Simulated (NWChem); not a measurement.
System: CH3ClMoO2; SMILES [Cl][Mo](=[O])([CH3])=[O]

Here is an NWChem input.

```
start job
memory heap 200 mb stack 900 mb global 1100 mb
geometry units angstroms
  Mo     0.205819    -0.097612     0.161120
  O      1.488399    -0.846876    -0.518524
  O      0.195204     0.199512     1.767340
  Cl    -0.802546     1.323335    -1.059806
  C     -1.160667    -1.747248     0.143211
  H     -1.317827    -2.110520    -0.881406
  H     -2.132982    -1.450937     0.559470
  H     -0.805755    -2.597357     0.734690
end
basis spherical
  * library def2-svp
end
ecp
  Mo library def2-ecp
end
dft
  xc pbe0
  iterations 150
end
driver
  maxiter 120
end
task dft optimize
```

Parts of the log:

```
             Northwest Computational Chemistry Package (NWChem) 7.3.0
             --------------------------------------------------------

 CS  symmetry detected

                             Geometry "geometry" -> ""
                             -------------------------

 Output coordinates in angstroms (scale by  1.889725989 to convert to a.u.)

  No.       Tag          Charge          X              Y              Z
 ---- ---------------- ---------- -------------- -------------- --------------
    1 Mo                  42.0000     0.18994525    -0.22355250     0.00000000
    2 O                    8.0000     0.66067969    -0.89334815    -1.41354645
    3 O                    8.0000     0.66067969    -0.89334815     1.41354645
    4 Cl                  17.0000    -0.04817941     1.89064884     0.00000000
    5 C                    6.0000    -1.84290501    -0.89914327     0.00000000
    6 H                    1.0000    -2.37294624    -0.53633408    -0.89101776
    7 H                    1.0000    -2.37294624    -0.53633408     0.89101776
    8 H                    1.0000    -1.92620297    -1.99072711     0.00000000

 Effective nuclear repulsion energy (a.u.)     597.2243003453

      Symmetry information
      --------------------

 Group name             Cs
 Group number              2
 Group order               2
 No. of unique centers     6

                                Z-matrix (autoz)
                                --------

 Units are Angstrom for bonds and degrees for angles

[...]

      ----------------------
      Optimization converged
      ----------------------

  Step       Energy      Delta E   Gmax     Grms     Xrms     Xmax
  ---- ---------------- -------- -------- -------- -------- --------
@    5    -718.22717198 -7.8D-07  0.00017  0.00004  0.00050  0.00129
                                     ok       ok       ok       ok

                                Z-matrix (autoz)
                                --------

 Units are Angstrom for bonds and degrees for angles

      Type          Name      I     J     K     L     M      Value     Gradient
      ----------- --------  ----- ----- ----- ----- ----- ---------- ----------
    1 Stretch                  1     2                       1.66636    0.00009
    2 Stretch                  1     3                       1.66636    0.00009
    3 Stretch                  1     4                       2.27091    0.00017
    4 Stretch                  1     5                       2.08946   -0.00004
    5 Stretch                  5     6                       1.10246   -0.00001
    6 Stretch                  5     7                       1.10246   -0.00001
    7 Stretch                  5     8                       1.10096    0.00000
    8 Bend                     1     5     6               108.64381   -0.00000
    9 Bend                     1     5     7               108.64381   -0.00000
   10 Bend                     1     5     8               110.82468   -0.00001
   11 Bend                     2     1     3               108.21713    0.00002
   12 Bend                     2     1     4               113.32881   -0.00000
   13 Bend                     2     1     5               105.42200    0.00002
   14 Bend                     3     1     4               113.32881   -0.00000
   15 Bend                     3     1     5               105.42200    0.00002
   16 Bend                     4     1     5               110.53255   -0.00004
   17 Bend                     6     5     7               110.32990    0.00001
   18 Bend                     6     5     8               109.19630    0.00000
   19 Bend                     7     5     8               109.19630    0.00000
   20 Torsion                  2     1     5     6         -62.79219    0.00002
   21 Torsion                  2     1     5     7         177.15460    0.00001
   22 Torsion                  2     1     5     8          57.18120    0.00002
   23 Torsion                  3     1     5     6        -177.15460   -0.00001
   24 Torsion                  3     1     5     7          62.79219   -0.00002
   25 Torsion                  3     1     5     8         -57.18120   -0.00002
   26 Torsion                  4     1     5     6          60.02660    0.00001
   27 Torsion                  4     1     5     7         -60.02660   -0.00001
   28 Torsion                  4     1     5     8         180.00000   -0.00000

                         Geometry "geometry" -> "geometry"
                         ---------------------------------

 Output coordinates in angstroms (scale by  1.889725989 to convert to a.u.)

[...]
```

Level: PBE0/def2-SVP with def2 effective core potentials on Mo. Not confirmed as a minimum by frequencies. def2 effective core potentials on Mo; no spin-orbit coupling.
